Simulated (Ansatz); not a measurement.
C2H4O3Ti (`C#[C][Ti]([OH])([OH])[OH]`), relaxed with RKS PBE-D4/def2-SVP in Ansatz 0.2.0 from a rough embedded geometry. The force threshold is 0.03 eV/Å; the program also tests the step.

Charge 0, multiplicity 1.

Start:

```xyz
10

C     2.672   -0.682    0.474
C     1.475   -0.367    0.273
Ti   -0.548    0.140   -0.013
O    -1.619   -0.991    1.177
O    -1.016   -0.066   -1.879
O    -0.820    2.031    0.561
H     3.665   -0.905    0.574
H    -1.495   -1.902    0.770
H    -2.024    0.202   -1.878
H    -0.290    2.540   -0.060
```

Problem. By how much does the energy fall, and how many steps does the optimiser take? (An estimate is asked.)

Solution. Computed: 126.43 kJ/mol, in 15 steps, 1 of them rejected.

Problem. Which bonds change most? (Best estimate.)

Solution. Ansatz gave: Ti3–O6 from 1.995 to 1.795 Å; Ti3–O4 from 1.960 to 1.790 Å; Ti3–O5 from 1.935 to 1.786 Å; O5–H9 from 1.042 to 0.972 Å.

Problem. Give the relaxed structure. (An estimate is asked.)

Solution. Computed: 
```xyz
10

C     2.532   -0.756    0.305
C     1.363   -0.358    0.211
Ti   -0.581    0.283    0.050
O    -1.554   -0.842    1.047
O    -0.977    0.235   -1.692
O    -0.729    1.947    0.707
H     3.556   -1.101    0.390
H    -1.490   -1.813    1.088
H    -1.454   -0.364   -2.290
H    -0.666    2.768    0.185
```
